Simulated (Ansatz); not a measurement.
Species: CH₅OSi, SMILES `[CH2][SiH2]O` (H–C–Si–O torsion 0°, C–Si–O–H torsion 180°) (charge 0, multiplicity 2), formula CH5OSi.

Task: How many basis functions does frozen-core CCSD(T)/def2-TZVPP // PBE0-D4/def2-TZVP in Ansatz (a program for electronic structure) use, how many core orbitals are frozen, and how many electrons are correlated?

Result: 174 basis functions and 7 frozen orbitals, which leaves 19 correlated electrons. Core time is of the order of minutes.
